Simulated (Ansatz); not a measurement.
Consider the redistribution: `O[Si@H](Cl)C[Si@@H](O)F` + `[CH3][Al]([OH])[SiH3]` → `O[SiH2]C[SiH](O)Cl` + `[CH3][Al]([OH])[SiH2]F`.

Computed with Ansatz on PBE0-D4/def2-TZVP structures; ΔE is electronic, products minus reactants. CCSD(T)/CBS adds triple-zeta CCSD(T) − MP2 to the extrapolated MP2 energy (def2 sets, frozen cores). DFT in def2-TZVPP. B3LYP here is the variant with VWN-RPA as its local correlation; programs differ in this. Each species was taken in one conformer, which may not be the lowest.

(1) Is it downhill or uphill in electronic energy at CCSD(T)/CBS, and by how much? (Estimate.)

(2) What do these levels give: r2SCAN-D4, ωB97X-V, B2PLYP, PBE, B3LYP, SCS-MP2/def2-QZVPP? (Best estimate.)

Largest T1 diagnostic among the species: 0.013.

Results:

(1) Computed: Uphill: ΔE = +0.41 eV.

(2) Computed: r2SCAN-D4 0.45, ωB97X-V 0.40, B2PLYP 0.40, PBE 0.41, B3LYP 0.39, SCS-MP2/def2-QZVPP 0.37 eV.
